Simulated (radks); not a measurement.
The numbers below are computed, except where a source is named.
Trend from Sc to Zn: ionisation energy by Delta-SCF between NIST ground configurations, and size. Code: a radial shooting solver on a logarithmic mesh with Libxc functionals. Model: Dirac Kohn-Sham, BLYP, spin-unpolarised, spherical densities, finite nucleus; open shells are shared between the two j in proportion to 2j + 1; Fermi nuclear charge, rms radius of each element as measured or else 0.836 A^(1/3) + 0.57 fm.

\begin{tabular}{lrrrrrrrr}
species & configuration & configuration of the ion & IE (eV) & NIST (eV) & kind & outermost & <r> outermost (bohr) & r at 0.001 e/bohr^3 (bohr) \\ \hline
Sc & [Ar] 3d1 4s2 & [Ar] 3d1 4s1 & 6.824 & 6.561 & exp. & 4s1/2 & 3.71 & 4.95 \\
Ti & [Ar] 3d2 4s2 & [Ar] 3d2 4s1 & 7.287 & 6.828 & exp. & 4s1/2 & 3.51 & 4.84 \\
V & [Ar] 3d3 4s2 & [Ar] 3d4 & 7.270 & 6.746 & exp. & 4s1/2 & 3.35 & 4.73 \\
Cr & [Ar] 3d5 4s1 & [Ar] 3d5 & 6.970 & 6.767 & exp. & 4s1/2 & 3.43 & 4.49 \\
Mn & [Ar] 3d5 4s2 & [Ar] 3d5 4s1 & 8.401 & 7.434 & exp. & 4s1/2 & 3.09 & 4.54 \\
Fe & [Ar] 3d6 4s2 & [Ar] 3d6 4s1 & 8.728 & 7.902 & exp. & 4s1/2 & 2.99 & 4.46 \\
Co & [Ar] 3d7 4s2 & [Ar] 3d8 & 6.630 & 7.881 & exp. & 4s1/2 & 2.89 & 4.39 \\
Ni & [Ar] 3d8 4s2 & [Ar] 3d9 & 6.496 & 7.640 & exp. & 4s1/2 & 2.81 & 4.32 \\
Cu & [Ar] 3d10 4s1 & [Ar] 3d10 & 8.277 & 7.726 & exp. & 4s1/2 & 2.93 & 4.10 \\
Zn & [Ar] 3d10 4s2 & [Ar] 3d10 4s1 & 9.940 & 9.394 & exp. & 4s1/2 & 2.65 & 4.19 \\
\end{tabular}

Reference values: NIST Atomic Spectra Database (measured). Spin polarisation and multiplet splitting are left out, so open shells lie too high by an amount that depends on their filling.

Beside tabulated values, note that spin-unpolarised runs miss the spin-polarisation part of the exchange energy of open shells.
